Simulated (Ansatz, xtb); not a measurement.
# Two isomers of C3H2ClN3

We compare I, `Clc1ncncn1`, a singlet, with II, `Clc1cncnn1`, a singlet. Both are isolated molecules in the gas phase, relaxed with B3LYP/def2-SVP.

Problem. Estimate E(II) − E(I) at the level CCSD(T)/def2-SVP + ΔMP2/def2-TZVPP.

Solution. Calculated at CCSD(T)/def2-SVP + ΔMP2/def2-TZVPP: E(II) − E(I) = +28.3 kcal/mol, so structure I lies lower.

The same difference at several levels:

```
                             level        geometry  E(II) − E(I) (kcal/mol)  departure from the last row (kcal/mol)  job, with rough time for the two
                          GFN2-xTB        GFN2-xTB                     +26.4                                    −1.8               optimisation, 0.2 s
                         HF/STO-3G        GFN2-xTB                     +20.6                                    −7.7              single point, 0.58 s
                r2SCAN-D4/def2-SVP        GFN2-xTB                     +30.0                                    +1.7               single point, 4.5 s
                    B3LYP/def2-SVP  B3LYP/def2-SVP                     +29.3                                    +1.1                optimisation, 34 s
                       HF/def2-SVP  B3LYP/def2-SVP                     +37.0                                    +8.8           part of the CCSD(T) run
                      MP2/def2-SVP  B3LYP/def2-SVP                     +28.7                                    +0.5           part of the CCSD(T) run
                  CCSD(T)/def2-SVP  B3LYP/def2-SVP                     +29.4                                    +1.2                      single point
CCSD(T)/def2-SVP + ΔMP2/def2-TZVPP  B3LYP/def2-SVP                     +28.3                                                        single point, 50 s
```

As drawn, II has 1 C∷C, 1 N∷N in place of 2 C∷N (∷ is an aromatic bond).

The levels shown agree on the order. The largest departure from CCSD(T)/def2-SVP + ΔMP2/def2-TZVPP is that of HF/def2-SVP, 8.8 kcal/mol. The last row adds to CCSD(T) the change of the MP2 difference between the two basis sets, here −1.2 kcal/mol.

With thermal terms from frequencies at re-optimised GFN2-xTB minima (ideal gas, soft modes damped towards free rotors, one conformer each, 298.15 K, 1 atm): the zero-point term adds −0.6 kcal/mol; ΔH is +27.8 and ΔG +27.1 kcal/mol.

The correlated steps freeze 11 core orbitals. Programs: Ansatz 0.2.0, xtb 6.7.1; the last row on 2 threads of AMD EPYC 7R43 64-Core Processor (Zen 3) on a shared host.
